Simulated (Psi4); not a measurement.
Psi4 input (wB97X-D/6-31G*):

```
memory 1500 MB

molecule {
1 1
F     1.00312475   -0.21259832    1.66046507
C     0.82365139   -0.30798279    0.44756352
C    -0.29770210    0.08564303   -0.33800353
F    -0.23531034    1.15498915   -1.00873377
F    -1.11844727   -0.79416432   -0.72477130
symmetry c1
no_reorient
no_com
}

set {
  basis 6-31G*
  reference rks
  scf_type pk
  dft_radial_points 99
  dft_spherical_points 590
  e_convergence 1e-8
  d_convergence 1e-7
  maxiter 150
}

e = energy('wb97x-d')
print_out(f'\nFINAL {e:.10f} DIPOLE {variable("CURRENT DIPOLE")[0]:.6f} {variable("CURRENT DIPOLE")[1]:.6f} {variable("CURRENT DIPOLE")[2]:.6f}\n')
```

Output:

```
   => Loading Basis Set <=

    Name: 6-31G*
    Role: ORBITAL
    Keyword: BASIS
    atoms 1, 4-5 entry F          line   162 file 6-31gs.gbs
    atoms 2-3    entry C          line   111 file 6-31gs.gbs

   => WB97X-D: Empirical Dispersion <=

    Chai and Head-Gordon Dispersion Correction
    Chai, J.-D.; Head-Gordon, M. (2010), J. Chem. Phys., 132: 6615-6620

        s6 =       1.000000

         ---------------------------------------------------------
                                   SCF
               by Justin Turney, Rob Parrish, Andy Simmonett
                          and Daniel G. A. Smith
                              RKS Reference
         ---------------------------------------------------------

  ==> Geometry <==

    Molecular point group: c1
    Full point group: C1

    Geometry (in Angstrom), charge = 1, multiplicity = 1:

       Center              X                  Y                   Z               Mass
    ------------   -----------------  -----------------  -----------------  -----------------
         F            1.003124750000    -0.212598320000     1.660465070000    18.998403162730
         C            0.823651390000    -0.307982790000     0.447563520000    12.000000000000
         C           -0.297702100000     0.085643030000    -0.338003530000    12.000000000000
         F           -0.235310340000     1.154989150000    -1.008733770000    18.998403162730
         F           -1.118447270000    -0.794164320000    -0.724771300000    18.998403162730

  Running in c1 symmetry.

  Rotational constants: A =      0.35629  B =      0.12603  C =      0.09635 [cm^-1]
  Rotational constants: A =  10681.24908  B =   3778.43057  C =   2888.42182 [MHz]
  Nuclear repulsion =  164.629975148604956

  Charge       = 1
  Multiplicity = 1
  Electrons    = 38
  Nalpha       = 19
  Nbeta        = 19

  ==> Algorithm <==

  SCF Algorithm Type is PK.
  DIIS enabled.
  MOM disabled.
  Fractional occupation disabled.
  Guess Type is SAD.
  Energy threshold   = 1.00e-08
  Density threshold  = 1.00e-07
  Integral threshold = 1.00e-12

  ==> Primary Basis <==

  Basis Set: 6-31G*
    Blend: 6-31G*
    Number of shells: 30
    Number of basis functions: 75
    Number of Cartesian functions: 75
    Spherical Harmonics?: false
    Max angular momentum: 2

  ==> DFT Potential <==

   => LibXC <=

    Version 7.1.2
    S. Lehtola, C. Steigemann, M. J. T. Oliveira, and M. A. L. Marques,  SoftwareX 7, 1–5 (2018) (10.1016/j.softx.2017.11.002)

   => Composite Functional: WB97X-D <=

    wB97X-D Hyb-GGA Exchange-Correlation Functional

    J.-D. Chai and M. Head-Gordon,  Phys. Chem. Chem. Phys. 10, 6615–6620 (2008) (10.1039/B810189B)

    Deriv               =              1
    GGA                 =           TRUE
    Meta                =          FALSE

    Exchange Hybrid     =           TRUE
    MP2 Hybrid          =          FALSE

   => Exchange-Correlation Functionals <=

    1.0000   wB97X-D range-separated functional

   => Exact (HF) Exchange <=

    0.7780            HF,LR [omega = 0.2000]
    0.2220               HF

   => LibXC Density Thresholds  <==

    XC_HYB_GGA_XC_WB97X_D:  1.00E-14

   => Molecular Quadrature <=

    Radial Scheme          =       TREUTLER
    Pruning Scheme         =           NONE
    Nuclear Scheme         =       TREUTLER

    Blocking Scheme        =         OCTREE
    BS radius alpha        =              1
    Pruning alpha          =              1
    Radial Points          =             99
    Spherical Points       =            590
    Total Points           =         276796
    Total Blocks           =           2066
    Max Points             =            256
    Max Functions          =             73
    Weights Tolerance      =       1.00E-15

  ==> Integral Setup <==

  Using in-core PK algorithm.
   Calculation information:
      Number of atoms:                   5
      Number of AO shells:              30
      Number of primitives:             75
      Number of atomic orbitals:        75
      Number of basis functions:        75

      Integral cutoff                 1.00e-12
      Number of threads:                 1

  Performing in-core PK
  Using 12188025 doubles for integral storage.
  We computed 98241 shell quartets total.
  Whereas there are 108345 unique shell quartets.

  Computing range-separated integrals for PK
  We computed 98241 wK shell quartets total.
  Whereas there are 108345 wK unique shell quartets.

  ==> DiskJK: Disk-Based J/K Matrices <==

    J tasked:                  Yes
    K tasked:                  Yes
    wK tasked:                 Yes
    Omega:               2.000E-01
    Schwarz Cutoff:          1E-12


  Cached 100.0% of DFT collocation blocks in 0.509 [GiB].

  Minimum eigenvalue in the overlap matrix is 3.7646385204E-03.
  Reciprocal condition number of the overlap matrix is 6.1431418005E-04.
    Using symmetric orthogonalization.

  ==> Pre-Iterations <==

  SCF Guess: Superposition of Atomic Densities via on-the-fly atomic UHF (no occupation information).

   -------------------------
    Irrep   Nso     Nmo
   -------------------------
     A         75      75
   -------------------------
    Total      75      75
   -------------------------

  ==> Iterations <==

                        Total Energy        Delta E     RMS |[F,P]|

   @RKS iter SAD:  -375.23039062880679   -3.75230e+02   0.00000e+00
   @RKS iter   1:  -375.05874360058675    1.71647e-01   4.91452e-03 ADIIS/DIIS
   @RKS iter   2:  -375.06577434104969   -7.03074e-03   5.10653e-03 ADIIS/DIIS
   @RKS iter   3:  -375.11212159749579   -4.63473e-02   8.44180e-04 ADIIS/DIIS
   @RKS iter   4:  -375.11330066823581   -1.17907e-03   1.78889e-04 ADIIS/DIIS
   @RKS iter   5:  -375.11336874099396   -6.80728e-05   1.04939e-04 ADIIS/DIIS
   @RKS iter   6:  -375.11339643278768   -2.76918e-05   1.97539e-05 DIIS
   @RKS iter   7:  -375.11339876659366   -2.33381e-06   9.38988e-06 DIIS
   @RKS iter   8:  -375.11339912034566   -3.53752e-07   2.64120e-06 DIIS
   @RKS iter   9:  -375.11339916785084   -4.75052e-08   5.84555e-07 DIIS
   @RKS iter  10:  -375.11339916973787   -1.88703e-09   1.21858e-07 DIIS
   @RKS iter  11:  -375.11339916982712   -8.92442e-11   2.32974e-08 DIIS
  Energy and wave function converged.

  ==> Post-Iterations <==

   Electrons on quadrature grid:
      Ntotal   =   37.9999997702 ; deviation = -2.298e-07

    Orbital Energies [Eh]
    ---------------------

    Doubly Occupied:

       1A    -25.240114     2A    -25.195773     3A    -25.195771
       4A    -10.835134     5A    -10.781756     6A     -1.745880
       7A     -1.734166     8A     -1.672023     9A     -1.190507
      10A     -1.057803    11A     -1.011306    12A     -0.992068
      13A     -0.946093    14A     -0.923599    15A     -0.909465
      16A     -0.843102    17A     -0.840899    18A     -0.828958
      19A     -0.642172

    Virtual:

      20A     -0.336112    21A     -0.288073    22A     -0.065997
      23A      0.061956    24A      0.087481    25A      0.143280
      26A      0.305772    27A      0.320040    28A      0.324298
      29A      0.367361    30A      0.389603    31A      0.411326
      32A      0.417394    33A      0.719388    34A      0.885925
      35A      0.896349    36A      0.900260    37A      0.942346
      38A      1.002376    39A      1.050991    40A      1.140097
      41A      1.150437    42A      1.171034    43A      1.176435
      44A      1.190125    45A      1.299778    46A      1.352986
      47A      1.384621    48A      1.404330    49A      1.491806
      50A      1.544514    51A      1.618331    52A      1.621051
      53A      1.663128    54A      1.684927    55A      1.707166
      56A      1.762295    57A      1.768350    58A      1.798514
      59A      1.842937    60A      1.981124    61A      2.121816
      62A      2.201510    63A      2.260254    64A      2.363268
      65A      2.577712    66A      2.620766    67A      2.820361
      68A      2.837605    69A      2.893989    70A      2.942114
      71A      3.793135    72A      3.896859    73A      4.369927
      74A      4.507929    75A      4.605880

    Final Occupation by Irrep:
              A
    DOCC [    19 ]
    NA   [    19 ]
    NB   [    19 ]

  @RKS Final Energy:  -375.11339916982712

   => Energetics <=

    Nuclear Repulsion Energy =            164.6299751486049558
    One-Electron Energy =                -834.1110482840566647
    Two-Electron Energy =                 323.8783176042229002
    DFT Exchange-Correlation Energy =     -29.5100235365916035
    Empirical Dispersion Energy =          -0.0006201020067167
    VV10 Nonlocal Energy =                  0.0000000000000000
    Total Energy =                       -375.1133991698271188

Computation Completed

Properties will be evaluated at   0.000000,   0.000000,   0.000000 [a0]

Properties computed using the SCF density matrix

 Multipole Moments:

 ------------------------------------------------------------------------------------
     Multipole            Electronic (a.u.)      Nuclear  (a.u.)        Total (a.u.)
 ------------------------------------------------------------------------------------

 L = 1.  Multiply by 2.5417464519 to convert [e a0] to [Debye]
 Dipole X            :          0.2003359           -0.0000000            0.2003359
 Dipole Y            :         -0.0302809            0.0000001           -0.0302809
 Dipole Z            :          0.4152026           -0.0000001            0.4152025
 Magnitude           :                                                    0.4620006

 ------------------------------------------------------------------------------------

FINAL -375.1133991698 DIPOLE 0.200336 -0.030281 0.415203

*** Psi4 exiting successfully. Buy a developer a beer!
```

The dipole moment of an ion depends on the origin.
